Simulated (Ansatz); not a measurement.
Consider the ligand exchange at a B–C bond: `BC(B)[SiH3]` + H₂Te → `B[TeH]` + `BC[SiH3]`.

Program: Ansatz. Geometries: PBE0-D4/def2-TZVP. ΔE: electronic, gas phase. CCSD(T)/CBS adds triple-zeta CCSD(T) − MP2 to the extrapolated MP2 energy (def2 sets, frozen cores). Functionals use def2-TZVPP. Elements past krypton have def2 core potentials. For Te outer-core shells are correlated without core-valence functions, which leaves a few kJ/mol of doubt a bond.

`BC(B)[SiH3]`:

```xyz
12

B    -0.576    0.021    1.585
C    -0.480   -0.523    0.158
B     0.892   -1.132   -0.193
Si   -0.106    0.959   -0.988
H    -1.553   -0.172    2.250
H     0.340    0.631    2.056
H    -1.350   -1.049   -0.239
H     0.975   -2.093   -0.900
H     1.892   -0.619    0.226
H     0.427    2.122   -0.244
H    -1.362    1.306   -1.697
H     0.900    0.549   -2.013
```

H₂Te:

Cartesian coordinates in Å:
```
Te 0.326 0.271 -0.652
H -0.339 0.967 0.696
H 0.012 -1.237 -0.044
```

`B[TeH]`:

Z-matrix (Å, degrees):
```
B
Te 1 2.099
H 1 1.189 2 120.6
H 1 1.191 2 116.2 3 -180.0
H 2 1.659 1 96.2 3 -0.0
```

`BC[SiH3]`:

Z-matrix (Å, degrees):
```
C
Si 1 1.896
B 1 1.532 2 106.4
H 1 1.094 2 104.2 3 -121.9
H 1 1.094 2 104.4 3 122.1
H 2 1.486 1 111.0 3 -59.0
H 2 1.486 1 110.8 3 62.0
H 2 1.486 1 108.7 3 -178.5
H 3 1.198 1 120.6 2 88.6
H 3 1.198 1 120.7 2 -87.3
```

```
      species  BHLYP-D4 energy (Eh)
`BC(B)[SiH3]`            -382.07364
         H₂Te            -269.15325
     `B[TeH]`            -294.60497
   `BC[SiH3]`            -356.63896
```

(1) Work out ΔE.

Largest T1 diagnostic among the species: 0.015.

## Answers

(1) ΔE = (-294.60497) + (-356.63896) − (-382.07364) − (-269.15325) = -0.01704 Eh = -44.7 kJ/mol. CCSD(T)/CBS gives -46.3 kJ/mol.

Leaving LDA and LC-ωPBE aside and taking each functional with its dispersion term where it has one, the values, not all of them listed here, spread over 12.2 kJ/mol, from B2PLYP to ωB97M-V. LDA lies +13.4 kJ/mol from PBE without D4. From BLYP to BHLYP (50 % exact exchange), in def2-TZVPP and without D4, ΔE moves by +5.6 kJ/mol.
